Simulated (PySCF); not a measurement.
Excitation energy of C⁺ by level of theory

C⁺ [He] 2s2 2p1 (2P) → C⁺ [He] 2s2 3d1 (2D), as a difference of total energies. Computed with PySCF 2.14 in dyall-av3z (15s9p3d2f, 71 functions), with scalar relativity by spin-free X2C-1e. Correlated levels: valence: 1s2 frozen; virtual orbitals above 40 to 60 times the deepest correlated orbital energy dropped. The calculations carry no spin-orbit coupling.

```tsv
method	excitation energy (eV)
UHF	18.507
LDA	18.149
PBE	18.033
PBE0	18.241
r2SCAN	18.537
BLYP	18.092
B3LYP	18.298
B97-3	18.281
MN15	18.283
MP2 (valence)	18.388
SCS-MP2 (valence)	18.362
```

Q: How much does correlation contribute at MP2 (valence)?

A: 18.388 − (18.507) = -0.119 eV, measured against UHF.

Errors of the correlated levels include the incompleteness of this basis and the frozen core.

The promoted electron is Rydberg-like, and one or two diffuse shells describe it only roughly, which tends to raise the upper state.

For comparison: 18.041 eV (measured; NIST levels, between the centres of gravity of the two terms).
